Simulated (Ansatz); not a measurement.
Gas-phase electronic energies from Ansatz, PBE0-D4/def2-TZVP geometries. CBS: MP2 limit from def2 TZ/QZ plus the TZ coupled-cluster correction, frozen cores. This one scheme is used for every species. Functionals use def2-TZVPP. B3LYP here is the variant with VWN-RPA as its local correlation; programs differ in this. HSE06 is defined as in plane-wave codes. Each species was taken in one conformer, which may not be the lowest.

Reaction (ligand exchange at the Al–Cl bond): `[Cl][Al]([Cl])[Cl]` + CH₃SH → `C[S][Al]([Cl])[Cl]` + HCl

| level | ΔE (kJ/mol) | difference from CCSD(T)/CBS |
| --- | --- | --- |
| LDA (SPW92) | 37.5 | -8.3 |
| PBE-D4 | 39.1 | -6.7 |
| BLYP-D4 | 43.0 | -2.8 |
| B97M-V | 48.4 | 2.6 |
| PBE0-D4 | 42.7 | -3.1 |
| B3LYP-D4 | 45.8 | 0.0 |
| r2SCANh-D4 | 47.0 | 1.2 |
| r2SCAN0-D4 | 47.9 | 2.1 |
| HSE06-D4 | 42.7 | -3.1 |
| BHLYP-D4 | 49.9 | 4.1 |
| CAM-B3LYP-D4 | 49.4 | 3.6 |
| ωB97X-V | 49.0 | 3.2 |
| ωB97M-V | 48.4 | 2.6 |
| B2PLYP | 50.2 | 4.4 |
| PBE-QIDH | 47.1 | 1.3 |
| revPBE | 46.0 | 0.2 |
| BLYP | 50.6 | 4.8 |
| PBE0 | 46.4 | 0.6 |
| B3LYP | 52.2 | 6.4 |
| r2SCANh | 48.4 | 2.6 |
| r2SCAN0 | 49.4 | 3.6 |
| BHLYP | 55.8 | 10.0 |
| CAM-B3LYP | 53.4 | 7.6 |
| LC-ωPBE | 50.2 | 4.4 |
| RPA@PBE/def2-TZVPP | 45.7 | -0.1 |
| HF/def2-SVP | 64.5 | 18.7 |
| MP2/def2-SVP | 51.3 | 5.5 |
| CCSD/def2-SVP | 53.9 | 8.1 |
| CCSD(T)/def2-SVP | 51.5 | 5.7 |
| HF/def2-TZVPP | 63.3 | 17.5 |
| MP2/def2-TZVPP | 45.5 | -0.3 |
| SCS-MP2/def2-TZVPP | 48.7 | 2.9 |
| CCSD/def2-TZVPP | 49.1 | 3.3 |
| CCSD(T)/def2-TZVPP | 45.8 | 0.0 |
| HF/def2-QZVPP | 64.1 | 18.3 |
| MP2/def2-QZVPP | 45.8 | 0.0 |
| SCS-MP2/def2-QZVPP | 49.0 | 3.2 |
| HF/CBS(def2) | 64.2 | 18.4 |
| MP2/CBS(def2) | 45.5 | -0.3 |
| CCSD/CBS(def2) | 49.1 | 3.3 |
| CCSD(T)/CBS | 45.8 | 0 |

Largest T1 diagnostic among the species: 0.009.

From PBE to PBE0 (25 % exact exchange), in def2-TZVPP and without D4, ΔE moves by +3.3 kJ/mol. At CCSD(T), def2-SVP lies +5.7 kJ/mol from the extrapolated value and def2-TZVPP −0.0 kJ/mol.
